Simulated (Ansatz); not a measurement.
Geometry optimisation, RKS BHLYP/def2-SVP in Ansatz 0.2.0.

The input (input.yaml):

```yaml
crystal:
  periodic: [false, false, false]
  atoms:
    - { symbol: Ti, position_ang: [-0.645505, 0.014886, -0.624984] }
    - { symbol: F, position_ang: [0.386037, -1.452774, 1.819845] }
    - { symbol: "N", position_ang: [1.0788, 0.516076, -0.192085] }
    - { symbol: H, position_ang: [1.583519, 0.040195, 0.543995] }
    - { symbol: H, position_ang: [1.656454, 1.19013, -0.674471] }
    - { symbol: F, position_ang: [-1.154947, 0.901126, -2.042738] }
    - { symbol: "N", position_ang: [-0.862174, -1.7959, -0.926328] }
    - { symbol: H, position_ang: [-1.449805, -2.193742, -1.649508] }
    - { symbol: H, position_ang: [-0.353429, -2.512152, -0.425933] }
    - { symbol: "N", position_ang: [-1.804356, 0.431199, 0.965738] }
    - { symbol: H, position_ang: [-2.72815, 0.028806, 1.038681] }
    - { symbol: H, position_ang: [-1.809301, 1.357789, 1.369112] }
    - { symbol: H, position_ang: [-0.362744, -0.940841, 1.997675] }
basis:
  gaussian: { orbitals: def2-SVP }
hamiltonian:
  xc: { name: BHLYP }
relax:
  f_tol: 0.03
  max_steps: 50
output:
  orbitals: {}
```

Run as:

```bash
$ ansatz run input.yaml --threads 4 --pin off --max-ram 5120MiB --backend cpu --events-out ev --progress --plain --runs-dir out
```

Q: Where does it end, and by what steps?

A: The forces met the threshold. After 9 steps the energy has fallen by 0.298 eV; H13 moved furthest, 0.44 Å.

| step | energy less start (eV) | largest force component (eV/Å) | accepted |
| --- | --- | --- | --- |
| 0 | 0.0000 | 1.181 | yes |
| 1 | -0.1838 | 0.471 | yes |
| 2 | -0.2678 | 0.510 | yes |
| 3 | -0.2888 | 0.182 | yes |
| 4 | -0.2934 | 0.076 | yes |
| 5 | -0.2792 | 0.220 | no |
| 6 | -0.2967 | 0.121 | yes |
| 7 | -0.2968 | 0.094 | yes |
| 8 | -0.2978 | 0.067 | yes |
| 9 | -0.2980 | 0.015 | yes |

```xyz
13
Properties=species:S:1:pos:R:3
Ti -0.626 -0.023 -0.599
F 0.123 -1.348 1.732
N 1.088 0.537 -0.198
H 1.629 0.033 0.491
H 1.621 1.273 -0.638
F -1.224 0.881 -1.965
N -0.859 -1.827 -0.919
H -1.298 -2.255 -1.720
H -0.455 -2.512 -0.295
N -1.650 0.324 1.033
H -2.607 -0.001 1.095
H -1.584 1.233 1.471
H -0.623 -0.730 1.713
```

Whether the end is a true minimum wasn't checked by a vibrational analysis.

Time of the run: 38 s on 4 threads of Arm Neoverse V1, with other jobs on the host, peak memory 0.43 GiB.
